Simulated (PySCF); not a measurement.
Electronic structure of Nb (niobium, neutral) at the UHF level

Configuration: [Kr] 4d4 5p1, one real determinant (an excited configuration). Computed with PySCF 2.14 in aug-cc-pwCVTZ-DK (11s10p8d4f3g, 136 functions), with the spin-free X2C one-electron Hamiltonian (Gaussian nucleus).

| Property | Result |
| --- | --- |
| Total energy | -3817.034465 hartree |
| One-electron energy | -5269.2331 hartree |
| Hartree (Coulomb) energy | 1570.0923 hartree |
| Exchange energy | -117.8936 hartree |
| ⟨S²⟩ | 8.7546 |
| ⟨L²⟩ | 8.027 |
| Sum of ⟨r⟩ | 32.99 bohr |
| Sum of ⟨r²⟩ | 74.97 bohr² |
| Traceless quadrupole moment −½Σ⟨3z² − r²⟩ along its main axis | -12.6 e·bohr² |
| Langevin diamagnetic susceptibility | -59.4 ×10⁻⁶ cm³/mol |

```csv
shell,electrons,mean orbital energy (hartree),spread (hartree),"rms radius, mean of both spins (bohr)"
1s β,1,-701.40957,0,0.0415
1s α,1,-701.40779,0,0.0415
2s α,1,-100.85877,0,0.171
2s β,1,-100.83732,0,0.171
2p α,3,-89.86253,0.00006,0.152
2p β,3,-89.84159,0.00523,0.152
3s α,1,-18.02796,0,0.471
3s β,1,-18.01829,0,0.471
3p α,3,-14.32694,0.00835,0.478
3p β,3,-14.31414,0.01089,0.478
3d α,5,-8.27140,0.02387,0.473
3d β,5,-8.23784,0.01322,0.473
4s α,1,-2.77635,0,1.25
4s β,1,-2.62484,0,1.25
4p α,3,-1.74010,0.02829,1.40
4p β,3,-1.52533,0.03688,1.40
4d α,4,-0.34321,0.02521,2.27
5p α,1,-0.12396,0,5.93
```

⟨L²⟩ = 8.03 against 12 for a pure F term, so this real determinant mixes terms.

Densities and radii are taken from the X2C orbitals without a picture-change correction, which distorts them close to the nucleus.

Spin-orbit constants ζ (cm⁻¹) from the X2C one-electron operator on these orbitals: bare nucleus, nucleus screened by l(l+1)(2l+1)/3 electrons, and screened by the Breit-Pauli mean field of the electrons.

| shell | bare | screened nucleus | mean field |
| --- | --- | --- | --- |
| 2p | 523300 | 497800 | n/a |
| 3p | 85670 | 81490 | n/a |
| 3d | 11930 | 9022 | n/a |
| 4p | 10260 | 9757 | n/a |
| 4d | 655.6 | 495.7 | n/a |
| 5p | 369.3 | 351.2 | n/a |

To first order the Landé constant is A = 89.51 cm⁻¹, so the lowest level has J = 1/2 and lies 0.111 eV below the centre of the term. This holds in LS coupling only.
